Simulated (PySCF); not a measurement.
## Polarisability and C₆ of Cu (copper, neutral)

[Ar] 3d10 4s1, 2S determinant. All numbers are calculated (PySCF 2.14, scalar relativity through the core potential, in aug-cc-pVTZ-PP with ECP10MDF (6s6p5d3f2g, 88 functions)). Coupled (time-dependent) response in atomic units; α is the mean over directions.

| method | mean α (bohr³) | C₆ (like pair) | S(−4) |
| --- | --- | --- | --- |
| UHF | 71.56 | 495.6 | 5189 |
| PBE | 40.86 | 243.2 | 1405 |
| PBE0 | 45.08 | 274.9 | 1790 |
| HSE06 | 43.58 | 262.8 | 1663 |

S(−4) is the Cauchy moment in α(ω) = α(0) + S(−4) ω² + …

Reference α: 46.5 ± 0.5 bohr³ (recommended; Schwerdtfeger and Nagle, table of static dipole polarizabilities (2023 update)). Published C₆: 253.0 (Chu and Dalgarno (2004); Tang, Norbeck and Certain (1976)).

Hartree-Fock lies above the reference because it lacks correlation, which contracts the outer shell.

α(iu) at UHF:

```json
{"u (hartree)": "0", "α(iu) (bohr³)": "71.56"}
{"u (hartree)": "0.0500", "α(iu) (bohr³)": "60.73"}
{"u (hartree)": "0.100", "α(iu) (bohr³)": "42.56"}
{"u (hartree)": "0.200", "α(iu) (bohr³)": "21.15"}
{"u (hartree)": "0.300", "α(iu) (bohr³)": "12.70"}
{"u (hartree)": "0.500", "α(iu) (bohr³)": "6.607"}
{"u (hartree)": "0.750", "α(iu) (bohr³)": "4.091"}
{"u (hartree)": "1.00", "α(iu) (bohr³)": "2.992"}
{"u (hartree)": "1.50", "α(iu) (bohr³)": "1.949"}
{"u (hartree)": "2.00", "α(iu) (bohr³)": "1.412"}
{"u (hartree)": "3.00", "α(iu) (bohr³)": "0.8545"}
{"u (hartree)": "5.00", "α(iu) (bohr³)": "0.4189"}
```

A single London oscillator, α(iu) = α/(1 + u²/ω²), gives C₆ = (3/4) ω α². Matching the computed C₆ needs ω = 4 × 495.6 / (3 × 71.56²) = 0.129 hartree.

Energies and moments cover only the electrons outside the core potential.
